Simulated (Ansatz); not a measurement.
Cartesian coordinates (Å):
```xyz
6

C      1.4851    -0.3171     0.2478
C      0.3286    -0.0410     0.0747
C     -1.0756     0.2304    -0.1279
O     -1.5285     1.3329    -0.3151
H      2.5137    -0.5408     0.3991
H     -1.7233    -0.6644    -0.0989
```
Charge 0, spin multiplicity 1.

Level of theory: Ansatz (a first-principles code) with frozen-core CCSD(T)/cc-pVTZ // B3LYP-D3(BJ)/def2-TZVP. The restricted HF reference is unstable towards unrestricted orbitals.

```json
{
 "HF energy": "-189.61033 Ha",
 "MP2 correlation energy": "-0.68266 Ha"
}
```

Task: Estimate the CCSD correlation energy, the (T) correction, the total energy and the T1 diagnostic.

Result: 
```json
{
  "CCSD correlation energy": "-0.69233 Ha",
  "(T) correction": "-0.03509 Ha",
  "CCSD(T) total energy": "-190.33775 Ha",
  "T1 diagnostic": "0.016"
}
```
